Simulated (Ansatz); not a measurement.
PBE exchange is replaced step by step with exact exchange (0 % is PBE, 25 % PBE0; no dispersion term), basis def2-SVP, Ansatz. System: Hf₂Se₄ (the lowest singlet isomer of a short search). The state is a singlet with charge 0. Geometry: PBE-D4/def2-SVP, each spin state at its own.

The relaxed triplet has other bonds than the singlet, so its gap is one between isomers.

Geometry of the singlet:

```
atom    x (Å)    y (Å)    z (Å)
 Hf1  -1.2833   1.0116  -0.5392
 Hf2   1.2796  -1.0087   0.5376
 Se3   1.1122  -3.3597   0.3842
 Se4   0.7678   0.0565  -1.7292
 Se5  -0.7755  -0.0603   1.7255
 Se6  -1.1007   3.3605  -0.3790
```

In the def2 sets Hf takes a core potential; there is no spin–orbit coupling. The structure comes from a short search, and lower isomers may exist.

```json
{"exact exchange (%)": "10", "HOMO (eV)": "-5.96", "LUMO (eV)": "-3.71", "gap (eV)": "2.24", "triplet − singlet (kJ/mol)": "43.9", "quintet − singlet (kJ/mol)": "283.0"}
{"exact exchange (%)": "15", "HOMO (eV)": "-6.15", "LUMO (eV)": "-3.59", "gap (eV)": "2.56", "triplet − singlet (kJ/mol)": "44.9", "quintet − singlet (kJ/mol)": "290.6"}
{"exact exchange (%)": "40", "HOMO (eV)": "-7.13", "LUMO (eV)": "-2.97", "gap (eV)": "4.15", "triplet − singlet (kJ/mol)": "31.2", "quintet − singlet (kJ/mol)": "315.6"}
```

The spin gap doesn't follow a straight line here, which points to a change of state along the sweep.
